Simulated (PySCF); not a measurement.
**What settings do to a single point of [Ce(NH3)2]3+**

The sound run of [Ce(NH3)2]3+ (singlet in the valence; each metal's 4f electrons, 1 of them, lie in its core potential, out of spins and levels) uses PySCF 2.14.0, RKS TPSS, Ce lcecp-1-SVP with ECP47, N def2-SVP, H def2-SVP; non-relativistic Hamiltonian with scalar-relativistic core potentials where named; density fitting; no spin-orbit coupling, grid (50, 194), threshold 1e-8 Eh and 55 cycles, at the relaxed geometry:

```xyz
9

Ce   -0.0853   -1.1729   -0.0004
N     0.0165    0.1983    2.1108
H     0.8485    0.8238    2.2130
H    -0.7856    0.8499    2.2731
H     0.0396   -0.3644    2.9927
N     0.0155    0.1992   -2.1100
H     0.8576    0.0316   -2.7085
H    -0.7746    0.0397   -2.7775
H     0.0159    1.2380   -1.9934
```

There Ce1 has a Mulliken charge of 2.15 e and the dipole about the centre of mass is 3.04 D. Each run below changes one thing and starts from free metal ions and neutral atoms unless it says otherwise; with 55 cycles, smearing, a level shift and second-order steps follow where DIIS fails, and their cycles count. Energy shifts count from the sound run. On f atoms grids over 110 angular points are at least (60, 302).

```
                                          change    outcome  cycles  energy shift (eV)  largest force component (eV/Å)  charge on Ce1 (e)  dipole about the centre of mass (D)
          H3 put 1.1 Å from Ce1, limit 73 cycles  converged      14              18.81                           37.63               1.98                                 2.84
charge changed by -3, spin kept, limit 87 cycles    refused       –                  –                               –                  –                                    –
```

(1) One further run converged with energy shift (eV) 0.0109, largest force component (eV/Å) 0.04, charge on Ce1 (e) 2.15, dipole about the centre of mass (D) 3.04. Which change was it?
A. grid (40, 110)
B. start from a density of up to 30 smeared cycles (not counted)
C. all coordinates × 1.12

(2) And the other changes listed?

Unsound on purpose, so not properties of the compound: H3 put 1.1 Å from Ce1, limit 73 cycles.

Forces carry noise of the integration grid, about 0.01 to 0.03 eV/Å.

No frequency check is given that shows the relaxed geometry to be a minimum. An lcecp potential fixes the number of 4f electrons, so in runs with it no electron can move into or out of that shell.

Results:

(1) A.

(2) 
```
                                                       change    outcome  cycles  energy shift (eV)  largest force component (eV/Å)  charge on Ce1 (e)  dipole about the centre of mass (D)
start from a density of up to 30 smeared cycles (not counted)  converged       6             0.0000                            0.00               2.15                                 3.04
                                       all coordinates × 1.12  converged      11               1.93                            3.32               2.16                                 3.18
```
